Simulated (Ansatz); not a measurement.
Cartesian coordinates in Å:
```
N 0.189 -1.171 0.834
Si 0.066 0.430 0.281
N -0.050 0.389 -1.412
Cl -1.569 1.186 1.307
H -0.106 -1.425 1.762
H 0.883 -1.796 0.460
H 1.164 1.377 0.586
H 0.152 1.213 -1.955
H -0.729 -0.203 -1.864
```

Charge 0, multiplicity 1.

List the r2SCAN/def2-TZVPP orbital energies in eV (Ansatz 0.2.0). (An estimate is asked.)

The calculation gave: Occupied: -2752.76, -1791.91, -384.94, -384.88, -254.17, -192.69, -192.58, -192.57, -142.17, -97.10, -97.02, -97.00, -22.73, -22.07, -20.84, -13.71, -12.86, -12.70, -10.72, -10.19, -9.36, -8.01, -7.63, -6.74, -6.60. Lowest empty: 0.85, 0.91, 1.26, 2.32, 2.55, 2.68, 2.98, 3.25.
